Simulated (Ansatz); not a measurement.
CH5BSSi (`CB1[SiH2]S1`), relaxed with RKS PBE-D4/def2-SVP in the Gaussian-basis code of Ansatz from a rough embedded geometry. The force threshold is 0.03 eV/Å; the program also tests the step.

The species carries charge 0 and has multiplicity 1.

Start:

```xyz
9

C     0.911    0.434    1.189
B     0.111   -0.453    0.203
Si   -0.918   -0.346   -1.492
S    -1.544   -1.502    0.008
H     0.350    1.246    1.608
H     1.864    0.850    0.669
H     1.306   -0.188    2.048
H    -0.329   -0.970   -2.612
H    -1.752    0.929   -1.622
```

How much energy does the relaxation release, and in how many steps? (Best estimate.)

Computed: 121.55 kJ/mol, in 9 steps.

Which bonds change most? (Estimate.)

Ansatz gave: Si3–S4 from 1.995 to 2.222 Å; B2–S4 from 1.969 to 1.788 Å; Si3–H8 from 1.411 to 1.502 Å; C1–H6 from 1.162 to 1.111 Å.

Give the relaxed structure. (Estimate.)

Computed: 
```xyz
9

C     0.953    0.387    1.270
B    -0.033   -0.191    0.215
Si   -0.893   -0.143   -1.546
S    -1.169   -1.569    0.135
H     0.647    1.423    1.536
H     1.970    0.484    0.833
H     1.018   -0.211    2.201
H    -0.347   -0.805   -2.779
H    -2.146    0.624   -1.864
```
